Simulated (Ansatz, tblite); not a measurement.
Cost and result up the ladder for the cluster Li₃Si₂ (5 atoms). The state is a doublet with charge 0. Geometry: PBE0-D4/def2-TZVP.

```xyz
5

Li   -0.3960   -1.9315   -0.2168
Li    1.2642    0.1480   -1.7301
Li   -0.9011    1.2502    1.7806
Si   -0.8816    0.5247   -0.5518
Si    0.9146    0.0086    0.7181
```

Ansatz on 4 threads of Arm Neoverse V1 on a shared host; xTB runs through tblite on one thread. Times are rough, summed over both states, and most runs start from the orbitals of an earlier one. RPA@PBE/def2-TZVP serves as the yardstick here, not as an exact answer. The other state is a quartet at its own geometry, which has other bonds, so the gap mixes isomer and spin.

The xTB rows come from tblite. LC-ωPBE has ω = 0.4 bohr⁻¹. B3LYP takes the VWN-RPA correlation. Correlated methods freeze 10 core orbitals; core or outer-core shells of Li are correlated, in sets that lack core-valence functions. In CCSD on the charge 0 doublet the largest single amplitude is 0.18, so its Hartree–Fock determinant may place the open shell otherwise than the density functionals do. The structure comes from a short search, and lower isomers may exist.

Run but left out: HF/STO-3G, HF/def2-TZVP, HF/def2-TZVPP (doublet: a determinant that CCSD turns far, T1 0.050); MP2/def2-TZVP, MP2/def2-TZVPP (doublet: ⟨S²⟩ 1.03 to 1.04, where a pure state has 0.75).

Correlated methods converge slowly with the basis.

xTB has no spin-polarisation term.

| level | functions | wall time | quartet − doublet (eV) | difference from RPA@PBE/def2-TZVP (eV) | remarks |
| --- | --- | --- | --- | --- | --- |
| GFN1-xTB | 30 | 0.006 s | 1.21 | 0.13 | – |
| GFN2-xTB | 30 | 0.008 s | 1.07 | -0.02 | – |
| LDA (SPW92)/def2-TZVP | 116 | 1.4 s | 1.13 | 0.04 | – |
| revPBE-D4/def2-TZVP | 116 | 3.2 s | 0.98 | -0.11 | – |
| PBE-D4/def2-TZVP | 116 | 3.3 s | 1.00 | -0.08 | – |
| RPA@PBE/def2-TZVP | 116 | 4.5 s | 1.09 | 0.00 | – |
| B3LYP-D4/def2-TZVP | 116 | 4.6 s | 1.06 | -0.03 | – |
| PBE0-D4/def2-TZVP (with forces) | 116 | 6.6 s | 0.94 | -0.14 | – |
| r2SCAN-D4/def2-TZVP | 116 | 8.1 s | 0.91 | -0.18 | – |
| LC-ωPBE/def2-TZVP | 116 | 8.8 s | 0.85 | -0.24 | – |
| CCSD(T)/def2-TZVPP | 141 | 46 s | 1.05 | -0.03 | large T1 (0.049) (doublet), spin-contaminated (⟨S²⟩ 1.04) (doublet) |
